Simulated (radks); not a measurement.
Initial-state core-level shifts of the gadolinium ion Gd+ when its valence configuration changes from [Xe] 4f7 5d1 6s1. Method: scalar-relativistic Kohn-Sham, r2SCAN, spin-polarised, spherical densities, finite nucleus; open shells are filled with parallel spins first (spin-orbit coupling, left out, can overturn this in heavy ions); meta-GGA in the generalised Kohn-Sham scheme; Fermi nuclear charge, rms radius 5.1569 fm; computed with a radial shooting solver on a logarithmic mesh with Libxc functionals. Shifts are changes of the shell-averaged eigenvalues in eV (positive: less bound); the change of the density at the nucleus, which sets a Mossbauer isomer shift, is in e/bohr^3, on a base of 6.579e+05.

4f5 5d3 6s1: 1s -16.176; 2s -17.692; 3p -20.054; 4s -18.283; density at nucleus +83.14
4f6.5 5d1 6s1 6p0.5: 1s -5.653; 2s -6.029; 3p -6.526; 4s -6.205; density at nucleus +21.92
4f7.5 5d1 6p0.5: 1s +3.555; 2s +3.873; 3p +4.280; 4s +4.065; density at nucleus -50.30
4f6 5d1 6s2: 1s -10.694; 2s -11.483; 3p -12.518; 4s -11.796; density at nucleus +82.29
4f7 5d1 6p1: 1s -1.284; 2s -1.270; 3p -1.267; 4s -1.271; density at nucleus -35.16
4f8 6s1: 1s +6.109; 2s +6.620; 3p +7.419; 4s +7.039; density at nucleus -30.38
4f6 5d2 6s1: 1s -7.769; 2s -8.470; 3p -9.563; 4s -8.837; density at nucleus +39.72
4f7 6s2: 1s -2.633; 2s -2.708; 3p -2.636; 4s -2.664; density at nucleus +39.19
4f7 5d0.5 6s1 6p0.5: 1s -1.776; 2s -1.812; 3p -1.782; 4s -1.792; density at nucleus +2.38
